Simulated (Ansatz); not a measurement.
Strength of the C–Ge bond: GeH2(CH3)(SeH) → GeH2(SeH) + CH3

Species: GeH2(CH3)(SeH), singlet; GeH2(SeH), doublet; CH3 (methyl radical) `[CH3]`, doublet. 

Shapes, held fixed at every level: PBE0-D4/def2-TZVP. Flexible molecules stand in one conformer, not always the lowest. Programs: Ansatz 0.2.0. The zero-point and thermal change to 298 K, harmonic and unscaled (PBE0-D4/def2-TZVP), is -17.0 kJ/mol.

**Question.** Estimate ΔH(298 K) of this reaction.

**Answer.** The highest level, CCSD(T)/def2-TZVPP, gives ΔH(298 K) = +324.8 kJ/mol; the levels span +221.6 to +366.9. The column of differences is taken from that level and isn't an error. Hartree–Fock misses the correlation of the pair that is broken and comes out low. No measured value is set beside it here. Open shells run unrestricted unless RO is named. Relativity is left out for Ge, Se unless named. Correlated rows may include outer-core shells of Ge, Se, which these sets cover unevenly. Times are processor times on shared x86 and Arm servers, and rough.

| level | kind | ΔH(298 K) (kJ/mol) | less CCSD(T)/def2-TZVPP | CPU time (sum over the molecules) |
| --- | --- | --- | --- | --- |
| HF/def2-SVP | Hartree–Fock | +221.6 | -103.2 | – |
| SPW92/def2-TZVPP | LDA | +366.9 | +42.1 | 7 s |
| r2SCAN-D4/def2-TZVPP | meta-GGA | +295.7 | -29.1 | 23 s |
| PBE0-D4/def2-TZVPP | global hybrid | +314.1 | -10.7 | 17 s |
| wB97X-V/def2-TZVPP | range-separated hybrid | +331.3 | +6.5 | 44 s |
| MP2/def2-TZVPP | perturbation theory | +341.0 | +16.2 | – |
| CCSD(T)/def2-SVP | coupled cluster or CI | +308.6 | -16.2 | 38 s |
| CCSD(T)/def2-TZVPP | coupled cluster or CI | +324.8 | 0.0 | 3.6 min |
